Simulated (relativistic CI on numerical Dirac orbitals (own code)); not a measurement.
**Hyperfine structure of Pd²²⁺, mass number 105**

Calculated at this level of theory: Dirac-Coulomb-Breit CI, orbitals from a KLI potential per configuration, model QED (radiative potential, 1s self-energy scaled to tabulated hydrogen-like ionisation energies), unscaled Slater integrals (own radial code, finite nucleus).

Configuration list (outside the closed core [Ne]): 3s2 3p6 3d6, 3s2 3p5 3d7, 3s2 3p4 3d8, 3s 3p6 3d7, 3p6 3d8, 3s 3p5 3d8, 3s2 3p6 3d5 4s, 3s2 3p6 3d5 4p, 3s2 3p6 3d5 4d, 3s2 3p4 3d7 4s, 3s2 3p6 3d5 4f, 3s2 3p5 3d6 4s, 3s2 3p6 3d4 4s2, 3s2 3p6 3d5 5s, 3s2 3p6 3d5 5p, 3s 3p6 3d6 4s. Levels of other configurations are missing.

Nuclear spin I = 5/2, μ = -0.642 μN, Q = 0.66 b (tables of Stone and Pyykkö). The electronic factors are computed for point nuclear moments, without core polarisation or the Bohr-Weisskopf and QED corrections.

```csv
Level,E (cm⁻¹),A (MHz),B (MHz)
3s2 3p6 3d6 5D_4,0.0,-1483,8380
3s2 3p6 3d6 5D_2,26945.9,-1391,-1990
3s2 3p6 3d6 5D_3,28902.5,-1060,1800
3s2 3p6 3d6 5D_1,42810.8,-1210,-2810
3s2 3p6 3d6 3P_2,94288.1,-751.4,-2210
3s2 3p6 3d6 3H_6,96576.4,-2237,-5290
3s2 3p6 3d6 3H_5,96952.0,-2077,2390
3s2 3p6 3d6 3F_3,111201.3,-2457,4520
```

Levels with J = 0, under 50 % of one LS term, or S terms without an open s electron are left out. Small factors come from cancelling terms and can be off by tens of per cent or more.

At this charge energies of transitions that change n are usually good to better than 1 %, and those within a shell (Δn = 0) to a few per cent. Terms inside the open d or f shell come out 10 to 20 % too wide with unscaled integrals.

Task: Give the hyperfine levels of 3s2 3p6 3d6 5D_4 relative to its centre of gravity.

Result: With K = F(F + 1) − I(I + 1) − J(J + 1), E = AK/2 + B[¾K(K + 1) − I(I + 1)J(J + 1)]/[2I(2I − 1)J(2J − 1)]: F = 3/2: 22650, F = 5/2: 16470, F = 7/2: 8769, F = 9/2: 482.2, F = 11/2: -7179, F = 13/2: -12730 MHz.

LS names give the leading component of a level, which can be under half, so a name can repeat, a term be missing and a line seem to break the LS rules.
